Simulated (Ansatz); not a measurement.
Cartesian coordinates (Å):
SMILES: FC1=C[C@@H]1F
```xyz
7

F      0.4139     0.7438    -1.9863
C      0.2402     0.3745    -0.7297
C      0.7000     0.3666     0.4900
C     -0.6023    -0.3418     0.2032
F     -0.6051    -1.7457     0.1872
H      1.4281     0.6096     1.2546
H     -1.5748    -0.0071     0.5810
```
Charge 0, spin multiplicity 1.

Computed with Ansatz (a program for electronic structure) with frozen-core CCSD(T)/cc-pVTZ // PBE-D3(BJ)/def2-TZVP.

```
Property                       Result
----------------------  -------------
HF energy               -313.64145 Ha
MP2 correlation energy    -0.96898 Ha
```

**Question.** Estimate the CCSD correlation energy, the (T) correction, the total energy and the T1 diagnostic.

**Answer.** 
| Property | Result |
|---|---|
| CCSD correlation energy | -0.97920 Ha |
| (T) correction | -0.04025 Ha |
| CCSD(T) total energy | -314.66091 Ha |
| T1 diagnostic | 0.012 |
